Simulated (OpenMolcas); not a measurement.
Nd3+: effect of the basis set

```
Program             : OpenMolcas
Method              : SS-CASPT2, IPEA 0.25 Eh, imaginary shift 0.1 Eh (closed shells correlated: 5s 5p)
Active space        : 3 electrons in 7 orbitals (4f)
State averaging     : 2S+1 = 4 odd, 35 roots; 2S+1 = 2 odd, 112 roots (105 in the spin-orbit step)
Spin-orbit coupling : state interaction with AMFI integrals over the reference wave functions, term energies averaged over their components
```

A. ANO-R1 [7s5p3d2f], X2C, finite nucleus; CASPT2 step of the order of 50 core-seconds
B. ANO-RCC-VDZP [7s6p4d2f1g], DKH2, point nucleus; CASPT2 step roughly 50 core-seconds
C. ANO-R2 [8s7p4d3f1g], X2C, finite nucleus; CASPT2 step of the order of 60 core-seconds
D. ANO-RCC-VTZP [8s7p5d3f2g1h], DKH2, point nucleus; CASPT2 step about 110 core-seconds
E. ANO-R3 [9s8p5d5f3g1h], X2C, finite nucleus; CASPT2 step roughly 2.1 core-minutes
F. ANO-RCC-VQZP [9s8p6d4f3g2h], DKH2, point nucleus; CASPT2 step of the order of 3 core-minutes

Energies in cm-1 above 4f3 4I* 9/2, the measured ground level; measured values from the list in Arab et al., J. Quant. Spectrosc. Radiat. Transfer 229, 145 (2019) and Gaigalas et al. (2019), from Wyart et al. (2007).

```json
{"Level": "4f3 4I* 9/2", "A": "0.0", "B": "0.0", "C": "0.0", "D": "0.0", "E": "0.0", "F": "0.0", "Measured": "0.0"}
{"Level": "4f3 4I* 11/2", "A": "2040", "B": "2030", "C": "2030", "D": "2030", "E": "2030", "F": "2040", "Measured": "1897"}
{"Level": "4f3 4I* 13/2", "A": "4220", "B": "4200", "C": "4190", "D": "4200", "E": "4200", "F": "4200", "Measured": "3907"}
{"Level": "4f3 4I* 15/2", "A": "6510", "B": "6460", "C": "6440", "D": "6460", "E": "6450", "F": "6460", "Measured": "5989"}
{"Level": "4f3 4F* 3/2", "A": "14440", "B": "13770", "C": "13390", "D": "13120", "E": "12850", "F": "13040", "Measured": "11698"}
{"Level": "4f3 2H* 9/2(1) [74 %]", "A": "14530", "B": "13760", "C": "13380", "D": "13150", "E": "12860", "F": "13030", "Measured": "12800"}
{"Level": "4f3 4F* 5/2", "A": "15560", "B": "14890", "C": "14510", "D": "14250", "E": "13990", "F": "14180", "Measured": "12748"}
{"Level": "4f3 4S* 3/2", "A": "16490", "B": "15730", "C": "15390", "D": "15010", "E": "14720", "F": "14740", "Measured": "13792"}
{"Level": "4f3 4F* 7/2", "A": "16570", "B": "15880", "C": "15490", "D": "15240", "E": "14970", "F": "15160", "Measured": "13720"}
{"Level": "4f3 4F* 9/2", "A": "17750", "B": "17040", "C": "16650", "D": "16400", "E": "16130", "F": "16320", "Measured": "14995"}
{"Level": "4f3 2H* 11/2(1)", "A": "17900", "B": "17100", "C": "16720", "D": "16490", "E": "16210", "F": "16360", "Measured": "16162"}
{"Level": "4f3 2G* 7/2(1)", "A": "20460", "B": "19550", "C": "19040", "D": "18810", "E": "18440", "F": "18660", "Measured": "17655"}
{"Level": "4f3 4G* 5/2", "A": "22170", "B": "21360", "C": "20740", "D": "20330", "E": "20000", "F": "20130", "Measured": "17707"}
{"Level": "4f3 2K* 13/2", "A": "23050", "B": "22520", "C": "21980", "D": "21890", "E": "21550", "F": "21770", "Measured": "20005"}
{"Level": "4f3 2G* 9/2(1) [57 %]", "A": "23360", "B": "22460", "C": "21950", "D": "21700", "E": "21350", "F": "21550", "Measured": ""}
{"Level": "4f3 4G* 7/2", "A": "23760", "B": "22920", "C": "22310", "D": "21930", "E": "21590", "F": "21730", "Measured": "19541"}
{"Level": "4f3 2K* 15/2", "A": "25270", "B": "24720", "C": "24170", "D": "24080", "E": "23750", "F": "23960", "Measured": "22044"}
{"Level": "4f3 4G* 9/2", "A": "25420", "B": "24560", "C": "23960", "D": "23590", "E": "23250", "F": "23400", "Measured": ""}
{"Level": "4f3 4G* 11/2", "A": "26830", "B": "25970", "C": "25350", "D": "24960", "E": "24620", "F": "24760", "Measured": "22047"}
{"Level": "4f3 2P* 1/2", "A": "27820", "B": "26460", "C": "25730", "D": "25080", "E": "24530", "F": "24840", "Measured": ""}
{"Level": "4f3 2D* 5/2(1)", "A": "28240", "B": "26940", "C": "26250", "D": "25720", "E": "25230", "F": "25510", "Measured": "24333"}
{"Level": "4f3 2I* 11/2", "A": "35890", "B": "34800", "C": "33960", "D": "33500", "E": "33050", "F": "33300", "Measured": "30180"}
{"Level": "4f3 4D* 3/2 [70 %]", "A": "36330", "B": "34840", "C": "33850", "D": "33200", "E": "32650", "F": "32960", "Measured": ""}
{"Level": "4f3 4D* 5/2 [70 %]", "A": "36640", "B": "35130", "C": "34130", "D": "33470", "E": "32910", "F": "33230", "Measured": "29191"}
```

Deviations, from unrounded energies. A percentage is the sum of absolute deviations over the sum of measured energies, with the sign that they share, or ± where signs differ.

```tsv
Against measurement	Levels	A	B	C	D	E	F
mean absolute deviation (cm-1)	19	3000	2300	1900	1600	1300	1500
fine structure of the ground term (%)	3	+8.3	+7.6	+7.4	+7.6	+7.5	+7.6
other terms of the ground configuration (%)	16	+19.1	+14.5	+11.7	+10.0	+8.1	+9.1
```

E lies closest to measurement on these levels and A furthest from it. The largest miss of E in the table is 4f3 4D* 5/2 [70 %], by +3700 cm-1. The ranking rests on the paired levels alone, and a cruder setting can come out closer through cancelling errors.

Among A to F the level of the table that moves most is 4f3 4D* 5/2 [70 %], by 3700 cm-1 (lowest in E, highest in A). Moves below CASPT2's spread within the term are not significant.

CASPT2 does not keep the components of a term degenerate, so their means are used; among the terms shown or strongly mixed into the levels shown the widest spread is 560 cm-1 (4f3 4I*, C). High states are left out of the spin-orbit mixing, which shifts the levels that they would mix with. Some levels mix across a computed gap that differs much from the measured one, so their mixing is not that of the real levels. The CASPT2 spread within a term exceeds the gap to the next term for 4f3 2K* and 4f3 4G*, so the order of their levels is uncertain (figures for B; the like holds for C, D, E, F). Some terms miss by over 15 % even with CASPT2, which points to a basis or an active space too small for the shells correlated (holds for A; B; C). The basis is small and was not contracted for so high a charge (holds for A; B). Measured partners are found by configuration, term and J. A level has none where our copy of the source lacks it or the pairing is in doubt (some pairs that miss far off the trend of their configuration count as doubtful), and it then counts in no deviation. Levels of configurations outside the active space are missing. The table leaves out levels that lie high or whose names do not pair safely across all columns.

A share in square brackets marks a mixed level and gives the weight of the term that names it, the lowest over the columns. A number in round brackets counts repeated terms of one configuration in the order of the reference energies. * marks odd parity.
